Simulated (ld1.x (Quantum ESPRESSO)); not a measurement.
**What one change does to a pseudopotential (aluminium (Al), RRKJ)**

* Element: Al (Z = 13)
* Generator: ld1.x (Quantum ESPRESSO) 7.5
* Type: norm-conserving RRKJ (Kleinman–Bylander form)
* Functional: PBE
* Relativity: scalar-relativistic
* Frozen core: [He]
* Valence charge: 11
* Reference configuration: 2s2 2p6 3s1.5 3p1.5
* Partial waves: 2p (bound): rc 0.75 bohr; 3d channel at 0.5 Ry: rc 0.70 bohr; 2s (bound): rc 0.50 bohr
* Local potential: the s channel
* Core correction: none

Occupied shells without a wave of their own: 3p, 3s. They enter only through the test configuration that unscreens the potential.

All-electron outer shells of the reference configuration (PBE, scalar-relativistic, ld1.x):

| shell | level (eV) | outermost node (bohr) | outermost maximum (bohr) |
| --- | --- | --- | --- |
| 1s | -1512.10 | – | 0.08 |
| 2s | -109.10 | 0.16 | 0.50 |
| 2p | -70.57 | – | 0.43 |
| 3s | -8.18 | 0.80 | 2.09 |
| 3p | -3.04 | 0.82 | 2.61 |

Change: wave 2p (bound): rc 0.75 bohr becomes 2p (bound): rc 0.78 bohr.

Cutoffs: the cutoffs (Ry, on a coarse ladder) from which the occupation-weighted sum of valence levels, in a spherical-Bessel basis at the reference potential, stays within 10 and 1 mRy of its value at 400 Ry; they do not see the model core or the augmentation charge, which bear on the density cutoff. Errors are all-electron minus pseudo energies relative to the spin-unpolarised reference configuration.

Problem. What does the change do?

Solution. Of the 7 tests that both files solve, the error grows in 5 and shrinks in 0 by more than 15 % and 0.3 meV (median size 47.6 → 58.1 meV); neither file shows a bound ghost. More of the atom is replaced by a form fitted at one configuration, so other configurations suffer.

```tsv
quantity	base	changed
bound ghosts	none	none
error for 2s2 2p6 3s2 3p1, meV [ΔE -2.55 eV]	+15	+17
error for 2s2 2p6 3s2 3p0, meV [ΔE 3.22 eV]	+48	+58
error for 2s2 2p6 3s1 3p0, meV [ΔE 22.44 eV]	+52	+69
error for 2s2 2p5 3s2 3p1, meV [ΔE 80.27 eV]	+97	+123
error for 2s2 2p6 3s1 3p2, meV [ΔE 2.59 eV]	-17	-19
error for 2s2 2p6 3s0 3p3, meV [ΔE 7.90 eV]	-55	-64
error for 2s1 2p6 3s2 3p1, meV [ΔE 118.16 eV]	-26	-41
s: phases at 0.85 bohr within 0.05 rad from the reference energy up to (Ry; the scan ends near 5)	to the end of the scan	to the end of the scan
p: phases at 0.85 bohr within 0.05 rad from the reference energy up to (Ry; the scan ends near 5)	to the end of the scan	to the end of the scan
d: phases at 0.85 bohr within 0.05 rad from the reference energy up to (Ry; the scan ends near 5)	to the end of the scan	to the end of the scan
```
